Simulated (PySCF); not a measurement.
# Cr (chromium, neutral) across methods

[Ar] 3d5 4s1, high-spin 7S determinant. Computed with PySCF 2.14 in aug-cc-pwCVTZ-DK, with the spin-free X2C one-electron Hamiltonian (Gaussian nucleus).

| method | E (hartree) | mean ε 3p β (eV) | mean ε 4s α (eV) | mean ε 3d α (eV) | Σ⟨r²⟩ (bohr²) | ⟨S²⟩ |
| --- | --- | --- | --- | --- | --- | --- |
| LDA | -1048.489 | -41.972 | -4.637 | -3.903 | 37.21 | 12.000 |
| PBE0 | -1050.580 | -44.259 | -4.957 | -5.304 | 37.01 | 12.000 |
| PBE | -1050.567 | -41.881 | -4.469 | -3.741 | 37.54 | 12.000 |
| r2SCAN | -1050.763 | -42.384 | -4.716 | -3.884 | 36.78 | 12.000 |
| UHF | -1049.65517 | -50.421 | -6.157 | -9.986 | 37.39 | 12.000 |
